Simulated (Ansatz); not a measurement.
The pair A = CH4O (SMILES CO) (first 6 atoms), B = C2H3N (SMILES CC#N); geometry from B3LYP-D3(BJ)/def2-TZVP.
(charge 0, multiplicity 1):
```xyz
12

C     -0.5814     0.1871    -0.7437
O      0.2525    -0.7388    -0.0773
H     -1.6344     0.0862    -0.4514
H     -0.5057    -0.0139    -1.8130
H     -0.2743     1.2262    -0.5693
H      0.1926    -0.5650     0.8728
C     -0.2864     0.4811     5.3560
C     -0.1766     0.2007     3.9347
N     -0.0891    -0.0215     2.8122
H     -0.4858     1.5412     5.5133
H     -1.1007    -0.0999     5.7893
H      0.6432     0.2178     5.8608
```

Frozen-core correlation. MP2 and its Hartree–Fock in aug-cc-pVTZ are density fitted.

Codes used: Ansatz (a first-principles code) with Gaussian orbitals. Values without a source in brackets are computed.

The counterpoise-corrected interaction energy is E(AB) − E(A in the pair's basis) − E(B in the pair's basis). Total energies (hartree):

| level | AB | A in the pair's basis | B in the pair's basis |
|---|---|---|---|
| HF/aug-cc-pVDZ | -247.0106180 | -115.0613830 | -131.9441308 |
| MP2/aug-cc-pVDZ | -247.8113726 | -115.4221496 | -132.3814242 |
| HF/aug-cc-pVTZ | -247.0726611 | -115.0917627 | -131.9756601 |
| MP2/aug-cc-pVTZ | -248.0350939 | -115.5291074 | -132.4976746 |
| CCSD(T)/aug-cc-pVDZ | -247.8844181 | -115.4559618 | -132.4210111 |

**Question.** Work out the counterpoise-corrected interaction energy at the basis-set limit: extrapolate the MP2 correlation part as X⁻³, take Hartree–Fock from the larger set, and add the CCSD(T) − MP2 difference of aug-cc-pVDZ.

**Answer.** 
1. Differences (1 hartree = 627.509 kcal/mol): HF/aug-cc-pVDZ -3.203; MP2/aug-cc-pVDZ -4.894; HF/aug-cc-pVTZ -3.287; MP2/aug-cc-pVTZ -5.216; CCSD(T)/aug-cc-pVDZ -4.672.
2. Correlation parts, MP2 less HF: -1.691 in aug-cc-pVDZ (X = 2), -1.929 in aug-cc-pVTZ (X = 3).
3. Limit (3³·(-1.929) − 2³·(-1.691))/(3³ − 2³) = -2.029; with HF/aug-cc-pVTZ it gives -5.316.
4. CCSD(T) less MP2 in aug-cc-pVDZ: 0.222.
Result: -5.09 kcal/mol, against -4.89 at MP2/aug-cc-pVDZ. It is an estimate of this method's limit, not of the exact value.
